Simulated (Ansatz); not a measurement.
`B[O][Al]([OH])[F]` + H–F → `[OH][Al]([F])[F]` + `BO` at 700 K and 1 bar (ligand exchange at the Al–O bond).

Isolated molecules relaxed with PBE0-D4/def2-TZVP in Ansatz; ΔE leaves out vibrations. CCSD(T)/CBS is the MP2 limit (def2-TZVPP, def2-QZVPP) plus CCSD(T) − MP2 in def2-TZVPP, frozen cores. This one scheme is used for every species. Each species was taken in one conformer, which may not be the lowest.

```
            species  CCSD(T)/CBS energy (Eh)  H − E (kJ/mol)  S (J/(mol·K))
`B[O][Al]([OH])[F]`               -518.98670           181.8          458.5
                H–F               -100.39570            45.2          198.5
 `[OH][Al]([F])[F]`               -517.59653            99.5          370.6
               `BO`               -101.80414           126.4          277.4
```

H − E and S are ideal-gas, rigid-rotor, harmonic terms from PBE0-D4/def2-TZVP, for one conformer and one mirror image of each species. 1 Eh = 2625.50 kJ/mol, R = 8.31446 J/(mol·K).

Problem. By hand: ΔE, ΔH, ΔS and ΔG.

Solution. ΔE = (-517.59653) + (-101.80414) − (-518.98670) − (-100.39570) = -0.01827 Eh = -48.0 kJ/mol. Δ(H − E) = 99.5 + 126.4 − 181.8 − 45.2 = -1.1, so ΔH = -49.1 kJ/mol. ΔS = 370.6 + 277.4 − 458.5 − 198.5 = -9.0 J/(mol·K). ΔG = -49.1 − 700 × (-9.0)/1000 = -42.8 kJ/mol.

Problem. By hand: the equilibrium constant, and the temperature at which ΔG would vanish if ΔH and ΔS stayed fixed.

Solution. log₁₀ K = −ΔG/(RT ln 10) = 3.2. ΔG = 0 at ΔH/ΔS = 5456 K, far beyond where these terms or the molecules hold.

The number of gas molecules stays the same, so ΔS is small and ΔH decides. A doubt of 5 kJ/mol in ΔE shifts log₁₀ K by 0.4 here. Other conformers and mirror images would add mixing entropy, several J/(mol·K) or more a flexible species. These are equilibria of isolated gas molecules and say nothing of rates. Largest T1 diagnostic: 0.014 (customary marks: 0.02 for closed shells, 0.045 for open ones).
